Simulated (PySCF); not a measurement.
Delta-SCF ions had no search for a lower state. Excitations are Tamm–Dancoff values on a coarser integration grid. The basis has no diffuse functions, so Rydberg states are missing or too high.

# C2H8Ge, SMILES `[CH3][GeH2][CH3]` (charge 0, multiplicity 1)

Method: PBE-D3(BJ)/def2-TZVP // PBE0-D3(BJ)/def2-SVP (PySCF).

| Quantity | Value |
|---|---|
| HOMO | -7.28 eV |
| dipole moment | 0.72 D |
| HOMO–LUMO gap | 7.60 eV |
| LUMO | 0.32 eV |
| S1 excitation (TDA) | 7.68 eV |
| S1 oscillator strength | 0.026 |
| brightest of the four lowest singlets (TDA) | 8.05 eV |
| T1 excitation (TDA) | 7.45 eV |
| S1–T1 gap (TDA) | 0.23 eV |
| vertical ionisation energy (Delta-SCF) | 10.36 eV |
| total energy | -2157.6264 Ha |
| cost | very roughly 3 core-minutes |

```xyz
11

C      1.5996    -0.3737    -0.0192
Ge     0.0044     0.7209     0.2614
C     -1.6036    -0.2818    -0.2186
H      1.6744    -0.6770    -1.0740
H      2.5086     0.1847     0.2471
H      1.5547    -1.2810     0.6012
H      0.0947     2.0004    -0.6004
H     -0.0755     1.1511     1.7435
H     -2.5051     0.3291    -0.0666
H     -1.5636    -0.5856    -1.2751
H     -1.6887    -1.1871     0.4006
```
Charge 0, spin multiplicity 1.
